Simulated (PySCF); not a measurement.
tetrasiletane (H₈Si₄), SMILES [SiH2]1[SiH2][SiH2][SiH2]1.

The structure is a stationary point at PBE0-D3(BJ)/def2-SVP.

The numbers are results of HF/def2-TZVP in PySCF, not measurements.

Symmetry labels are those of the subgroup D2 that the program uses (full group D2d).

Computed valence orbital energies around the gap with their symmetry:
```tsv
orbital	symmetry	energy (eV)
HOMO−7	B1	-13.95
HOMO−6	A	-13.75
HOMO−5	B2	-13.10
HOMO−4	B3	-13.10
HOMO−3	A	-12.35
HOMO−2	B3	-10.40
HOMO−1	B2	-10.40
HOMO	A	-9.50
LUMO	B1	2.36
LUMO+1	B3	2.46
LUMO+2	B2	2.46
LUMO+3	A	3.20
```
